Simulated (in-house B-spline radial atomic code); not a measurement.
The rhodium ion Rh⁺: [Kr] 4d8

Computed with an all-electron radial atomic-structure program (B-spline basis): Dirac-Kohn-Sham LC-wPBE, spherical fractional occupations, Fermi nucleus of rms radius 4.4945 fm.

Z_r = [3n² - l(l+1)]/(2<r>); Z_e = n√(-2ε); the last column is Slater's effective charge. Values are occupation-weighted means over j. An effective charge above Z reflects the relativistic contraction of the inner shells.

```
shell  electrons   ε (eV)  <r> (bohr)    Z_r    Z_e  Slater
   1s          2   -23039     0.03262  45.98  41.15   44.70
   2s          2  -3350.8      0.1415  42.39  31.39   40.85
   2p          6  -3006.6      0.1235  40.47  29.73   40.85
   3s          2   -610.2      0.3903  34.59  20.09   33.75
   3p          6  -496.59      0.3901  32.04  18.12   33.75
   3d         10  -313.69      0.3704  28.35  14.40   23.85
   4s          2  -96.256      0.9837  24.40  10.64   17.25
   4p          6  -64.017       1.086  21.17   8.68   17.25
   4d          8  -16.255       1.538  13.65   4.37    6.55
```

The least bound orbital is 4d5/2 at -16.09 eV, and it is also the most diffuse (<r> = 1.547 bohr).

Spin-orbit splittings of the orbital energies (j = l + 1/2 above j = l - 1/2 when positive): 2p 144.6 eV, 3p 24.87 eV, 3d 4.904 eV, 4p 3.891 eV, 4d 0.4035 eV.

For the 1s electron the small component carries 2.71 % of the norm, the zero-frequency Breit interaction raises the level by 48.29 eV, self-energy by 26.79 eV, and vacuum polarisation lowers it by 3.254 eV.

Caution: exact exchange at fractional occupations of open shells leaves self-interaction of up to several eV.
